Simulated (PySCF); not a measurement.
One of the candidates below gave these computed data.

All candidates are C4H8F2O2.

* Polarisability: 61.2 au [CAM-B3LYP/def2-SVPD]
* Rotational structure: rotational constants A, B, C: 4.455, 0.975, 0.926 GHz [GFN2-xTB]
* Dipole: 1.31 D [CAM-B3LYP/def2-SVPD]
* 1H NMR: chemical shifts (computed TMS as zero) by class: 6.03 (1 H), 5.94 (1 H), 5.64 (1 H), 4.10 (1 H), 3.65 (1 H), 3.61 (3 H) ppm [GIAO PBE0/pcSseg-1]
* UV, strongest line: among the 8 lowest singlet transitions: S3 at 8.46 eV (147 nm, f = 0.066) [TDDFT CAM-B3LYP/def2-SVPD]
* Triplet: lowest triplet excitation (Tamm–Dancoff): 7.39 eV [TDA CAM-B3LYP/def2-SVPD]
* UV, first state: lowest singlet excitation: 7.60 eV (163 nm, f = 0.006) [TDDFT CAM-B3LYP/def2-SVPD]
* 13C NMR: chemical shifts (computed TMS as zero) by class: 115.5 (1 C), 102.1 (1 C), 78.8 (1 C), 61.5 (1 C) ppm [GIAO PBE0/pcSseg-1]

The electronic properties come from PySCF, for the isolated species, density fitting. Levels stand in brackets. Isolated species at its GFN2-xTB geometry (one conformer only). Each NMR value is the plain mean over a class of atoms that symmetry, rotation or inversion makes alike.

**Question.** Which candidate is it?
A. `CCOCOC(F)F`
B. `CO[C@@H](F)[C@H](F)OC`
C. `COCC(F)(F)OC`
D. `COC[C@H](F)OCF`

**Answer.** D. It is `COC[C@H](F)OCF`. Numbering: `[CH3:1][O:2][CH2:3][C@H:4]([F:5])[O:6][CH2:7][F:8]`. Its formula, C4H8F2O2, gives 0 degrees of unsaturation, so no ring and no π bond. 4 carbons fall into 4 classes; from least to most shielded: sp3 C–F carbon [C4] (115.5 ppm), sp3 C–F carbon [C7] (102.1 ppm), sp3 carbon bound to oxygen [C3] (78.8 ppm), methoxy carbon [C1] (61.5 ppm). Hydrogen classes from least to most shielded: 1 H on an sp3 C–F carbon, C4 (6.03 ppm), 1 H on an sp3 C–F carbon, C7 (5.94 ppm), 1 H on an sp3 C–F carbon, C7 (5.64 ppm), 1 H on an sp3 carbon bound to oxygen, C3 (4.10 ppm), 1 H on an sp3 carbon bound to oxygen, C3 (3.65 ppm), 3 H on a methoxy carbon, C1 (3.61 ppm, a mean of values up to 0.6 ppm apart in this geometry). The optimised geometry has point group C1 and is an asymmetric top.

The others, at the same levels:
- `CO[C@@H](F)[C@H](F)OC` fails: it has 2 carbon classes against 4; its computed 13C shifts are 115.4 (2 C), 59.0 (2 C) ppm, 1H shifts are 5.05 (2 H), 3.77 (6 H) ppm and lowest singlet excitation is 8.33 eV (149 nm, f = 0.021) (against 7.60 eV).
- `CCOCOC(F)F` fails: its computed 13C shifts are 122.4 (1 C), 95.4 (1 C), 68.6 (1 C), 17.1 (1 C) ppm, 1H shifts are 6.69 (1 H), 5.19 (2 H), 3.85 (2 H), 1.35 (3 H) ppm and rotational constant A is 3.973 GHz (against 4.455 GHz).
- `COCC(F)(F)OC` fails: its computed 13C shifts are 131.9 (1 C), 77.3 (1 C), 61.4 (1 C), 51.4 (1 C) ppm, 1H shifts are 3.85 (3 H), 3.78 (2 H), 3.61 (3 H) ppm and strongest line among the 8 lowest singlet transitions is S5 at 8.81 eV (141 nm, f = 0.039) (against S3 at 8.46 eV).

Each candidate is one conformer, not necessarily the lowest. The conformers computed, where there is a choice (atom-mapped SMILES and torsion angles):
- `[CH3:1][O:2][CH2:3][C@H:4]([F:5])[O:6][CH2:7][F:8]`: C1–O2–C3–C4 74°, O2–C3–C4–F5 -85°, C3–C4–O6–C7 -172°, C4–O6–C7–F8 71°
- `[CH3:1][O:2][C@@H:3]([F:4])[C@H:5]([F:6])[O:7][CH3:8]`: C1–O2–C3–F4 72°, O2–C3–C5–F6 -176°, C3–C5–O7–C8 -171°
- `[CH3:1][CH2:2][O:3][CH2:4][O:5][CH:6]([F:7])[F:8]`: C1–C2–O3–C4 -179°, C2–O3–C4–O5 -69°, O3–C4–O5–C6 -62°, C4–O5–C6–F7 156°
- `[CH3:1][O:2][CH2:3][C:4]([F:5])([F:6])[O:7][CH3:8]`: C1–O2–C3–C4 -71°, O2–C3–C4–F5 -34°, C3–C4–O7–C8 180°
